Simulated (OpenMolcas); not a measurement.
I⁺: from RASSCF to RASPT2

| Quantity | Value |
| --- | --- |
| Program | OpenMolcas |
| Basis | ANO-R3 [8s7p5d4f3g2h] |
| Scalar Hamiltonian | X2C, finite nucleus |
| Active space | 4 electrons in 9 orbitals (RAS2 5p; RAS3 5d 6s, at most 1 electron) |
| State averaging | 2S+1 = 3 even, 3 roots; 2S+1 = 1 even, 6 roots; 2S+1 = 5 odd, 6 roots; 2S+1 = 3 odd, 54 roots; 2S+1 = 1 odd, 33 roots |
| Spin-orbit coupling | RASSI with atomic mean-field integrals over the reference wave functions, term energies averaged over their components |

Methods on the same reference wave functions:
A. RASSCF
B. SS-RASPT2, IPEA 0.25 Eh, imaginary shift 0.1 Eh (closed shells correlated: 4d 5s)
C. MS-RASPT2, IPEA 0.25 Eh, imaginary shift 0.1 Eh (closed shells correlated: 4d 5s)

Energies in cm-1 above 5s2 5p4 3P2, the measured ground level; measured values from NIST Handbook of Basic Atomic Spectroscopic Data.

| Level | A | B | C | Measured |
| --- | --- | --- | --- | --- |
| 5s2 5p4 3P2 | 0.0 | 0.0 | 0.0 | 0.0 |
| 5s2 5p4 3P1 | 6235 | 6420 | 6420 | 7087 |
| 5s2 5p4 3P0 | 6577 | 6610 | 6610 | 6448 |
| 5s2 5p4 1D2 | 15505 | 13360 | 13360 | 13727 |
| 5s2 5p4 1S0 | 33169 | 31810 | 31810 | 29501 |
| 5s2 5p3 6s 5S* 2 | 75980 | 76870 | 76870 | 81033 |
| 5s2 5p3 6s 3S* 1 | 82179 | 80450 | 80460 | 84843 |
| 5s2 5p3 5d 5D* 0 | 92395 | 92520 | 92650 | 85384 |
| 5s2 5p3 5d 5D* 1 | 92497 | 92750 | 92790 | 87734 |
| 5s2 5p3 5d 5D* 2 | 92631 | 92740 | 92790 | 86165 |
| 5s2 5p3 5d 5D* 3 | 92868 | 93160 | 93130 | 85728 |
| 5s2 5p3 6s 3D* 1 | 93352 | 90230 | 90220 | 94825 |
| 5s2 5p3 5d 5D* 4 | 93430 | 93670 | 93690 | 86036 |
| 5s2 5p3 6s 3D* 2 [73 %] | 93572 | 90440 | 90430 | 93691 |
| 5s2 5p3 6s 3D* 3 | 95481 | 92210 | 92270 | 96651 |
| 5s2 5p3 6s 1D* 2 [67 %] | 97422 | 93620 | 93590 | 97701 |
| 5s2 5p3 5d 3D* 2(1) [67 %] | 102905 | 99550 | 99520 |  |
| 5s2 5p3 5d 3D* 3(1) | 104629 | 101550 | 101570 |  |
| 5s2 5p3 5d 3D* 1(1) | 105401 | 101920 | 102070 |  |
| 5s2 5p3 6s 3P* 0 [74 %] | 106571 | 103990 | 103940 |  |
| 5s2 5p3 6s 3P* 1 [75 %] | 107216 | 104220 | 104140 |  |
| 5s2 5p3 5d 3F* 2(1) [65 %] | 107426 | 104550 | 104480 |  |
| 5s2 5p3 5d 3F* 3(1) | 108818 | 106000 | 105990 |  |
| 5s2 5p3 5d 1S* 0 [64 %] | 110101 | 102550 | 103100 |  |

Deviations, from unrounded energies. A percentage is the sum of absolute deviations over the sum of measured energies, with the sign that they share, or ± where signs differ.

```json
{"Against measurement": "mean absolute deviation (cm-1)", "Levels": "15", "A": "3300", "B": "4100", "C": "4200"}
{"Against measurement": "fine structure of the ground term (%)", "Levels": "2", "A": "±7.2", "B": "±6.1", "C": "±6.1"}
{"Against measurement": "other terms of the ground configuration (%)", "Levels": "2", "A": "+12.6", "B": "±6.2", "C": "±6.2"}
{"Against measurement": "other configurations (%)", "Levels": "11", "A": "±4.4", "B": "±6.0", "C": "±6.0"}
```

A lies closest to measurement on these levels and C furthest from it. The largest miss of A in the table is 5s2 5p3 5d 5D* 4, by +7400 cm-1. The ranking rests on the paired levels alone, and a cruder setting can come out closer through cancelling errors.

Between B and C the level of the table that moves most is 5s2 5p3 5d 1S* 0 [64 %], by 550 cm-1 (lowest in B, highest in C). Moves below CASPT2's spread within the term are not significant.

The mean deviations of B to C differ by less than CASPT2's widest spread within a term (600 cm-1), so their order carries little weight.

From A to B the spin-free energies of the other terms of 5s2 5p4 shown, above 3P, scale by factors of 0.77 to 0.94.

The lowest spin-free term lies below A's lowest term by 0.639 hartree in B, 0.639 hartree in C.

CASPT2 does not keep the components of a term degenerate, so their means are used; among the terms shown or strongly mixed into the levels shown the widest spread is 600 cm-1 (5s2 5p3 6s 3D*, C). Over all roots computed the reference weight is 0.82 to 0.91 in B, 0.82 to 0.91 in C; the roots of lowest weight are the least certain, and an intruder state may touch them. Some levels mix across a computed gap that differs much from the measured one, so their mixing is not that of the real levels. ANO sets are built for valence states and can reach diffuse excited orbitals poorly, and with the s shell closed the s pⁿ⁺¹ terms that mix with these levels are absent. With the s shell closed, the reference lacks s² → p² mixing. Computed and measured levels are paired by configuration, term and J; levels that our copy of the source lacks, or whose pairing is in doubt (as where it misses far off the trend of its configuration), stay unpaired and out of the deviations. Only configurations of the active space appear. Levels that lie high or do not pair safely by name in every column are left out.

A share in square brackets marks a mixed level and gives the weight of the term that names it, the lowest over the columns. A number in round brackets counts repeated terms of one configuration in the order of the reference energies. * marks odd parity.
